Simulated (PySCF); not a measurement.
# Electron correlation in P²⁺ (phosphorus, charge +2)

[Ne] 3s2 3p1, 2P determinant. Computed with PySCF 2.14 in def2-TZVPPD (6s5p4d1f, 48 functions), with the non-relativistic Hamiltonian (point nucleus). Frozen: [Ne]; 3 electrons correlated.

```csv
level,correlation energy (mhartree)
CCSD,-64.94
(T),-1.05
CCSD(T),-65.99
CCSDT,-66.39
```

Diagnostics: T1 = 0.012, D1 = 0.0274, largest double amplitude 0.109.

Cost of the coupled-cluster step: roughly 1 core-seconds, for 3 correlated electrons.

Iterations:

```
CC2 = 0
CCSD nocc = (np.int64(2), np.int64(1)), nmo = (43, 43)
frozen orbitals [[0, 1, 2, 3, 4], [0, 1, 2, 3, 4]]
max_cycle = 100
direct = 0
conv_tol = 1e-08
conv_tol_normt = 1e-06
diis_space = 8
diis_start_cycle = 0
Init t2, MP2 energy = -0.0460511748790648
Init E_corr(UCCSD) = -0.0460511748832346
cycle = 1  E_corr(UCCSD) = -0.0578029141868712  dE = -0.0117517393  norm(t1,t2) = 0.0514418
cycle = 2  E_corr(UCCSD) = -0.0618979935925321  dE = -0.00409507941  norm(t1,t2) = 0.0222829
cycle = 3  E_corr(UCCSD) = -0.0649407334629655  dE = -0.00304273987  norm(t1,t2) = 0.0104853
cycle = 4  E_corr(UCCSD) = -0.0649215337269882  dE = 1.9199736e-05  norm(t1,t2) = 0.00127595
cycle = 5  E_corr(UCCSD) = -0.0649451510495441  dE = -2.36173226e-05  norm(t1,t2) = 0.000158644
cycle = 6  E_corr(UCCSD) = -0.0649377873435149  dE = 7.36370603e-06  norm(t1,t2) = 3.02107e-05
cycle = 7  E_corr(UCCSD) = -0.0649408286335839  dE = -3.04129007e-06  norm(t1,t2) = 9.32697e-06
cycle = 8  E_corr(UCCSD) = -0.0649399983112545  dE = 8.30322329e-07  norm(t1,t2) = 2.8777e-06
cycle = 9  E_corr(UCCSD) = -0.0649399531202595  dE = 4.5190995e-08  norm(t1,t2) = 2.73416e-07
cycle = 10  E_corr(UCCSD) = -0.0649399753868707  dE = -2.22666112e-08  norm(t1,t2) = 8.94846e-08
cycle = 11  E_corr(UCCSD) = -0.0649399742312322  dE = 1.15563845e-09  norm(t1,t2) = 4.20641e-08
UCCSD converged
E(UCCSD) = -339.7066681968104  E_corr = -0.06493997423123224
UCCSD(T) correction = -0.00105290703050875
```
